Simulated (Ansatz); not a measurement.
`CO[SiH](F)S[SiH2]F` + `CN[SiH3]` → `CN([SiH3])[SiH2]F` + `CO[SiH](F)S`  (ligand exchange at the Si–S bond)

Computed with Ansatz on PBE0-D4/def2-TZVP structures; ΔE is electronic, products minus reactants. CCSD(T)/CBS is the MP2 limit (def2-TZVPP, def2-QZVPP) plus CCSD(T) − MP2 in def2-TZVPP, frozen cores. DFT in def2-TZVPP. B3LYP here is the variant with VWN-RPA as its local correlation; programs differ in this. Each species was taken in one conformer, which may not be the lowest.

`CO[SiH](F)S[SiH2]F`:

Z-matrix (Å, degrees):
```
C
O 1 1.414
H 1 1.094 2 111.1
H 1 1.094 2 111.1 3 -121.3
H 1 1.090 2 107.7 3 119.5
Si 2 1.615 1 126.7 3 54.3
S 6 2.134 2 111.7 1 -52.6
F 6 1.583 2 105.6 1 -169.6
H 6 1.479 2 112.8 1 71.7
Si 7 2.117 6 98.0 2 105.6
F 10 1.600 7 110.5 6 -66.9
H 10 1.477 7 106.4 6 175.5
H 10 1.478 7 112.0 6 51.8
```

`CN[SiH3]`:

Z-matrix (Å, degrees):
```
C
N 1 1.447
H 1 1.093 2 109.5
H 1 1.094 2 110.9 3 -117.8
H 1 1.098 2 113.8 3 120.2
Si 2 1.716 1 123.0 3 -36.9
H 2 1.007 1 113.6 3 170.5
H 6 1.486 2 107.4 1 175.3
H 6 1.488 2 108.6 1 55.3
H 6 1.496 2 115.3 1 -64.3
```

`CN([SiH3])[SiH2]F`:

Z-matrix (Å, degrees):
```
C
N 1 1.464
H 1 1.095 2 110.8
H 1 1.093 2 110.7 3 -118.9
H 1 1.095 2 112.0 3 120.7
Si 2 1.734 1 115.9 3 -48.3
Si 2 1.705 1 119.0 3 138.4
H 6 1.489 2 111.2 1 -59.2
H 6 1.489 2 109.6 1 59.4
H 6 1.483 2 108.3 1 -179.9
F 7 1.603 2 112.7 1 77.2
H 7 1.478 2 109.1 1 -164.2
H 7 1.482 2 109.0 1 -39.3
```

`CO[SiH](F)S`:

Z-matrix (Å, degrees):
```
C
O 1 1.415
H 1 1.094 2 111.2
H 1 1.090 2 107.9 3 119.4
H 1 1.095 2 111.2 3 -121.6
Si 2 1.623 1 124.4 3 59.9
S 6 2.109 2 108.5 1 -172.8
F 6 1.597 2 107.9 1 -51.2
H 6 1.477 2 113.7 1 66.3
H 7 1.345 6 92.9 2 42.9
```

Problem. Is it downhill or uphill in electronic energy at CCSD(T)/CBS, and by how much? (An estimate is asked.)

Solution. Ansatz gave: Downhill: ΔE = -2.2 kcal/mol.

Problem. What do these levels give: PBE-D4, r2SCAN-D4, B3LYP-D4, ωB97M-V, r2SCAN, PBE0, B3LYP, MP2/def2-TZVPP, SCS-MP2/def2-TZVPP, CCSD/def2-TZVPP, MP2/def2-QZVPP, HF/CBS(def2)? (Estimate.)

Solution. Ansatz gave: PBE-D4 0.4, r2SCAN-D4 -0.6, B3LYP-D4 -1.7, ωB97M-V -2.0, r2SCAN -0.7, PBE0 -0.2, B3LYP -2.0, MP2/def2-TZVPP -2.6, SCS-MP2/def2-TZVPP -3.2, CCSD/def2-TZVPP -3.4, MP2/def2-QZVPP -2.1, HF/CBS(def2) -3.4 kcal/mol.

Largest T1 diagnostic among the species: 0.012.
